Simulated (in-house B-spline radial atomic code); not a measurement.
# Rh5+: [He] 2s1 2p6 3s2 3p6 3d10 4s2 4p6 4d5 (with a hole in an inner shell)

Computed with an all-electron radial atomic-structure program (B-spline basis): Dirac-Hartree-Fock, average of configuration, Fermi nucleus of rms radius 4.4945 fm.

Z_r = [3n² - l(l+1)]/(2<r>); Z_e = n√(-2ε); the last column is Slater's effective charge. Values are occupation-weighted means over j. An effective charge above Z reflects the relativistic contraction of the inner shells.

```tsv
shell	electrons	ε (eV)	<r> (bohr)	Z_r	Z_e	Slater
1s	2	-23572	0.03262	45.98	41.62	44.70
2s	1	-3639.1	0.1412	42.50	32.71	41.20
2p	6	-3265.3	0.1227	40.75	30.98	41.20
3s	2	-757.97	0.3821	35.33	22.39	34.60
3p	6	-637.47	0.3804	32.86	20.53	34.60
3d	10	-441.93	0.3572	29.40	17.10	24.85
4s	2	-178.21	0.9418	25.48	14.48	18.25
4p	6	-138.72	1.012	22.73	12.77	18.25
4d	5	-82.867	1.201	17.49	9.87	8.60
```

The least bound orbital is 4d5/2 at -82.61 eV, and it is also the most diffuse (<r> = 1.205 bohr). The part-filled 2s shell lies below the filled 4p shell in orbital energy.

Spin-orbit splittings of the orbital energies (j = l + 1/2 above j = l - 1/2 when positive): 2p 147.8 eV, 3p 27.1 eV, 3d 5.534 eV, 4p 4.724 eV, 4d 0.6539 eV.

For the 1s electron the small component carries 2.71 % of the norm, the zero-frequency Breit interaction raises the level by 47.23 eV, self-energy by 26.76 eV, and vacuum polarisation lowers it by 3.25 eV.
